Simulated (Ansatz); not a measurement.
Cost and result up the ladder for K6S3 (9 atoms). The state is a singlet with charge 0. Geometry: r2SCAN-D4/def2-SVP.

```
atom    x (Å)    y (Å)    z (Å)
  K1  -3.5674   0.3589   2.7421
  K2  -0.5371  -2.1165   0.4087
  K3   2.0349   0.6989   0.5252
  K4  -0.8204   3.4332   2.7758
  K5  -1.5489   1.4407  -1.0702
  K6   2.3851  -1.9842  -3.9926
  S7   2.1316  -1.9111  -1.0678
  S8   0.6962  -0.5529  -2.0740
  S9  -0.7740   0.6331   1.7530
```

Ansatz on 4 threads of Arm Neoverse N1 on a shared host. Times are rough, and most runs start from the orbitals of an earlier one. No level here is sound enough to serve as a yardstick. Binding counts from free atoms at the same level (K doublet, S triplet; other spins of the atoms weren't run), without zero-point energy or a counterpoise term.

The 6-31G sets use Cartesian d functions. B3LYP takes the VWN-RPA correlation. Correlated methods freeze 45 core orbitals; core or outer-core shells of K are correlated, in sets that lack core-valence functions. The structure comes from a short search, and lower isomers may exist.

Run but left out: PBE-QIDH/def2-TZVP, PBE-QIDH/def2-TZVPD (restricted singlet, unstable towards broken spin symmetry); HF/6-31G (restricted singlet, unstable in another Hartree–Fock run and untested here).

Correlated methods converge slowly with the basis.

```json
{"level": "PBE-D4/def2-SVP", "functions": "198", "wall time": "14 s", "binding energy per atom (eV)": "2.06", "remarks": "restricted SCF unstable in HF"}
{"level": "PBE0-D4/def2-SVP", "functions": "198", "wall time": "20 s", "binding energy per atom (eV)": "2.00", "remarks": "restricted SCF unstable in HF"}
{"level": "PBE-D4/def2-TZVP (with forces)", "functions": "309", "wall time": "27 s", "binding energy per atom (eV)": "2.03", "remarks": "restricted SCF unstable in HF"}
{"level": "B3LYP-D4/6-31G", "functions": "213", "wall time": "29 s", "binding energy per atom (eV)": "1.87", "remarks": "restricted SCF unstable in HF"}
{"level": "PBE-D4/def2-TZVPD", "functions": "354", "wall time": "33 s", "binding energy per atom (eV)": "2.03", "remarks": "restricted SCF unstable in HF"}
{"level": "PBE0-D4/def2-TZVP", "functions": "309", "wall time": "43 s", "binding energy per atom (eV)": "1.97", "remarks": "restricted SCF unstable in HF"}
{"level": "MP2/def2-TZVP", "functions": "309", "wall time": "46 s", "binding energy per atom (eV)": "1.92", "remarks": "restricted SCF unstable"}
{"level": "r2SCAN-D4/def2-TZVP", "functions": "309", "wall time": "49 s", "binding energy per atom (eV)": "2.02", "remarks": "restricted SCF unstable in HF"}
{"level": "RPA@PBE/def2-TZVP", "functions": "309", "wall time": "51 s", "binding energy per atom (eV)": "1.72", "remarks": "restricted SCF unstable in HF"}
{"level": "PBE0-D4/def2-TZVPD", "functions": "354", "wall time": "57 s", "binding energy per atom (eV)": "1.97", "remarks": "restricted SCF unstable in HF"}
{"level": "r2SCANh-D4/def2-TZVP", "functions": "309", "wall time": "73 s", "binding energy per atom (eV)": "2.00", "remarks": "restricted SCF unstable in HF"}
{"level": "B97M-V/def2-TZVP", "functions": "309", "wall time": "1.7 min", "binding energy per atom (eV)": "2.01", "remarks": "restricted SCF unstable in HF"}
```
